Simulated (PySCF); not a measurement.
C4H8Si, SMILES [SiH3]C(=C=C)C.

Coordinates come from a B3LYP-D3(BJ)/def2-SVP optimisation. The structure was generated by enumeration, and PubChem lists no compound with its InChIKey, so it may never have been made.

Two levels are set side by side: TDA-PBE/def2-SVPD (PySCF) and TDA-CAM-B3LYP/def2-SVPD (PySCF). Vertical, same geometry. The lowest singlet is HOMO−1→LUMO 63 %, HOMO→LUMO+1 36 % with PBE and HOMO−1→LUMO+1 74 %, HOMO→LUMO 12 % with the other functional; states are paired by order. Differences are taken from unrounded values.

```tsv
quantity	TDA-CAM-B3LYP	TDA-PBE	TDA-PBE minus TDA-CAM-B3LYP
lowest singlet excitation (eV)	5.71	5.39	-0.32
lowest triplet excitation (TDA) (eV)	4.43	4.42	-0.01
first bright state (f over 0.05) (eV)	7.67	6.73	-0.94
its oscillator strength	1.40	0.08	-1.32
```

Functionals without exact exchange tend to place singlet excitations lower, as here. Differences between two approximate levels are no errors against the true value.

Rough cost on one machine, each run with all the roots and properties that it gave: TDA-CAM-B3LYP against TDA-PBE about 4 times.
